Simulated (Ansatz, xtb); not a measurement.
## Relaxing a trial structure of ClFHOSi2

The starting geometry of this gas-phase doublet has its atoms placed at random.

| atom | x (Å) | y (Å) | z (Å) |
| --- | --- | --- | --- |
| Cl | -0.6414 | -1.7169 | -0.6734 |
| F | -0.6584 | -1.0029 | 0.5988 |
| O | 0.6294 | 0.4541 | -1.9458 |
| Si | 1.0593 | 1.6666 | -0.0972 |
| Si | -0.7770 | 1.0304 | 0.1683 |
| H | 0.6219 | -0.8907 | -1.3260 |

Problem. One run relaxed it with r2SCAN-D4/def2-SVP. What is a likely outcome?

Solution. It falls apart into FOSi2 + ClH. Distances that change by over a tenth: Cl1–H6 (1.64 → 1.30 Å), Si4–Si5 (1.96 → 2.64 Å). Contacts that open: Cl1–F2 (1.46 → 3.62 Å). Contacts that close: F2–Si5 (2.08 → 1.64 Å), O3–Si4 (2.25 → 1.66 Å), O3–Si5 (2.60 → 1.80 Å).

The energy falls by 12.53 eV over 19 steps:

```tsv
step	E − E(last) (eV)
1	12.531
3	6.362
5	3.438
7	2.019
9	1.146
11	0.380
13	0.055
15	0.015
17	0.001
19	0.000
```

Final geometry (Å):

```xyz
6

Cl   -0.6203   -2.1609   -1.6868
F    -0.7343   -0.0599    1.2641
O     0.7136    0.4607   -0.8100
Si    1.4323    1.8919   -0.3737
Si   -0.9337    0.7525   -0.1465
H     0.3762   -1.3438   -1.5224
```

From the same start GFN2-xTB ends elsewhere, differing in Cl1–Si5 (2.08 against 3.31 Å here), Cl1–H6 (4.45 against 1.30 Å here), O3–Si5 (3.17 against 1.80 Å here), O3–H6 (0.96 against 1.97 Å here).

From so rough a start the end depends on the optimiser's path, so another program may land elsewhere. The end wasn't checked by frequencies. Open shells are spin-unrestricted. Run with Ansatz 0.2.0, 72 s on 2 threads of Intel(R) Xeon(R) 6975P-C (Granite Rapids), on a shared host.
